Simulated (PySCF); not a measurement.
4,4,4-trifluoro-2-butynenitrile, C4F3N.
Structure used (PBE0-D3(BJ)/def2-SVP), in Å, numbered top down from 1:
```
atom  x, y, z in Å
N1     3.6647    0.2750    0.5852
C2     2.5201    0.1845    0.4093
C3     1.1645    0.0794    0.1992
C4    -0.0282   -0.0129    0.0099
C5    -1.4833   -0.1073   -0.2146
F6    -1.8603   -1.3765   -0.3155
F7    -1.8216    0.5219   -1.3342
F8    -2.1433    0.4470    0.7947
```

The calculation used core-valence-separated Tamm–Dancoff BHandHLYP/aug-pcX-1 in PySCF, non-relativistic, gas phase, PBE0-D3(BJ)/def2-SVP geometry. The energies are unshifted.

Question: Give energies, oscillator strengths and core holes at the N K edge.

Answer: 
| E (eV) | f | core hole on | main final orbital | polarisation |
| --- | --- | --- | --- | --- |
| 396.64 | 0.1197 | N1 | LUMO/LUMO+1 (2 roots, f summed) | across the triple bond |
| 402.10 | 0.0003 | N1 | LUMO+2 (54 %) | – |
| 403.45 | 0.0007 | N1 | LUMO+6 (36 %) | – |
| 403.53 | 0.0052 | N1 | LUMO+4/LUMO+5 (2 roots, f summed) | across the triple bond |

The first line with a tenth or more of the strongest one's intensity is at 396.64 eV (f = 0.120, sum of 2), with the hole on N1 (nitrile nitrogen), polarised across the triple bond: a 1s→π* resonance. It is also the strongest listed.

Question: What does the C 1s absorption edge look like?

Answer: 
```tsv
E (eV)	f	core hole on	main final orbital	polarisation
283.15	0.1169	C4	LUMO/LUMO+1 (2 roots, f summed)	across the triple bond
283.61	0.0599	C3	LUMO/LUMO+1 (2 roots, f summed)	across the triple bond
283.72	0.1080	C2	LUMO/LUMO+1 (2 roots, f summed)	across the triple bond
287.88	0.0058	C4	LUMO+2 (69 %)	along the triple bond
288.25	0.0001	C2	LUMO+2 (65 %)	–
288.31	0.0000	C3	LUMO+2 (87 %)	–
288.91	0.0745	C2	spread (2 roots, f summed)	across the triple bond
289.19	0.0497	C3	spread (2 roots, f summed)	across the triple bond
289.40	0.0177	C3	LUMO+3 (31 %)	along the triple bond
289.41	0.0099	C2	spread	along the triple bond
289.52	0.0147	C4	LUMO+4/LUMO+5 (2 roots, f summed)	across the triple bond
289.56	0.0052	C4	LUMO+18 (34 %)	along the triple bond
289.76	0.0000	C4	LUMO+3 (83 %)	–
```

The first line with a tenth or more of the strongest one's intensity is at 283.15 eV (f = 0.117, sum of 2), with the hole on C4 (alkyne carbon), polarised across the triple bond: a 1s→π* resonance. It is also the strongest listed.

Question: What does the F 1s absorption edge look like?

Answer: 
```json
{"E (eV)": "685.87", "f": "0.0620", "core hole on": "F6/F7/F8", "main final orbital": "LUMO/LUMO+1 (3 roots, f summed)"}
{"E (eV)": "686.71", "f": "0.0094", "core hole on": "F6/F7/F8", "main final orbital": "LUMO/LUMO+1 (3 roots, f summed)"}
{"E (eV)": "688.31", "f": "0.0025", "core hole on": "F6/F7/F8", "main final orbital": "LUMO+2 (3 roots, f summed)"}
{"E (eV)": "688.93", "f": "0.0616", "core hole on": "F6/F7/F8", "main final orbital": "spread (2 roots, f summed)"}
{"E (eV)": "688.96", "f": "0.0266", "core hole on": "F6/F7/F8", "main final orbital": "spread"}
{"E (eV)": "689.54", "f": "0.0173", "core hole on": "F6/F7/F8", "main final orbital": "LUMO+3 (3 roots, f summed)"}
```

The first line with a tenth or more of the strongest one's intensity is at 685.87 eV (f = 0.062, sum of 3), with the hole on F6/F7/F8 (fluorine of a CF3 group). It is also the strongest listed.

Roots within 0.03 eV whose holes lie on the same, on equivalent or on shared atoms are summed into one line, and the highest roots are left out, as the search may have cut off their partners. Final orbitals are the ground state's empty Kohn–Sham orbitals. A dash: too weak, shared between unlike atoms, or no plane or axis to refer to.

Only the lowest roots of each edge were sought.
